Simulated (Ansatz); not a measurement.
Geometry optimisation, RKS PBE0-D4/6-31G (Ansatz).

The input (input.yaml):

```yaml
crystal:
  periodic: [false, false, false]
  atoms:
    - { symbol: B, position_ang: [-1.00317, 1.72415, 0.39188] }
    - { symbol: O, position_ang: [-0.33698, 0.62111, 0.46559] }
    - { symbol: C, position_ang: [0.30068, -0.43516, 0.50483] }
    - { symbol: C, position_ang: [0.67202, -1.20936, -0.67758] }
    - { symbol: H, position_ang: [-2.17371, 1.69115, 0.43971] }
    - { symbol: H, position_ang: [-0.42305, 2.73705, 0.28647] }
    - { symbol: H, position_ang: [0.60446, -0.81167, 1.48785] }
    - { symbol: H, position_ang: [0.26575, -2.22202, -0.59586] }
    - { symbol: H, position_ang: [1.75774, -1.34705, -0.69829] }
    - { symbol: H, position_ang: [0.33626, -0.7482, -1.60459] }
total_charge: 1
basis:
  gaussian: { orbitals: "6-31G" }
hamiltonian:
  xc: pbe0
  dispersion: d4
relax:
  f_tol: 0.02
  max_steps: 50
```

Launched with:

```bash
$ ansatz run input.yaml --threads 1 --pin off --max-ram 2048MiB --backend cpu --events-out ev --progress --plain --runs-dir out
```

Problem. Where does it end, and by what steps?

Solution. The run converged. Limits of this set-up: no polarisation functions, the dipole of an ion depends on the origin. After 6 steps the energy has fallen by 0.264 eV; B1 moved furthest, 0.10 Å.

| step | energy less start (eV) | largest force component (eV/Å) | accepted |
| --- | --- | --- | --- |
| 0 | 0.0000 | 3.615 | yes |
| 1 | -0.1960 | 1.785 | yes |
| 2 | -0.2408 | 0.575 | yes |
| 3 | -0.2597 | 0.289 | yes |
| 4 | -0.2610 | 0.554 | yes |
| 5 | -0.2637 | 0.022 | yes |
| 6 | -0.2637 | 0.013 | yes |

```xyz
10
Properties=species:S:1:pos:R:3
B -1.051 1.808 0.398
O -0.329 0.609 0.458
C 0.322 -0.470 0.504
C 0.681 -1.226 -0.687
H -2.228 1.688 0.447
H -0.393 2.787 0.303
H 0.605 -0.814 1.501
H 0.280 -2.249 -0.598
H 1.774 -1.365 -0.710
H 0.339 -0.768 -1.614
```

Whether the end is a true minimum wasn't checked by a vibrational analysis.

Run time: 7.5 s on 1 CPU thread of a shared host.
